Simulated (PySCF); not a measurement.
PySCF 2.14 output of an unrestricted PBE0 calculation on a single atom or ion in aug-cc-pwCVTZ-PP with ECP28MDF (8s8p7d4f3g, 122 functions), with scalar relativity through the core potential:

```
SCF conv_tol = 1e-09
number electrons alpha = 11  beta = 9
    C. Adamo and V. Barone.,  J. Chem. Phys. 110, 6158 (1999)
    M. Ernzerhof and G. E. Scuseria.,  J. Chem. Phys. 110, 5029 (1999)
cycle= 1 E= -167.592291233329  delta_E= -0.00727  |g|= 0.0598  |ddm|= 0.17
cycle= 2 E= -167.592186630219  delta_E= 0.000105  |g|= 0.0673  |ddm|= 0.116
cycle= 3 E= -167.593119791527  delta_E= -0.000933  |g|= 0.00201  |ddm|= 0.0282
cycle= 4 E= -167.593122324743  delta_E= -2.53e-06  |g|= 0.000547  |ddm|= 0.0162
cycle= 5 E= -167.593122477901  delta_E= -1.53e-07  |g|= 7.5e-05  |ddm|= 0.00265
cycle= 6 E= -167.593122484405  delta_E= -6.5e-09  |g|= 1.1e-05  |ddm|= 0.000346
cycle= 7 E= -167.593122484469  delta_E= -6.39e-11  |g|= 2.75e-06  |ddm|= 7.65e-05
converged SCF energy = -167.593122484469  <S^2> = 2.0017143  2S+1 = 3.0011427
```

The run itself started from symmetry-adapted Hartree-Fock orbitals and held the occupation by maximum overlap, on a logarithmic radial grid, so the iterations belong to that start.

Which element, charge and spin multiplicity is this?

Cd (cadmium, neutral), multiplicity 3; the state was [Kr] 4d10 5s1 5p1, high-spin 3P determinant (an excited configuration).

Energies and moments cover only the electrons outside the core potential.
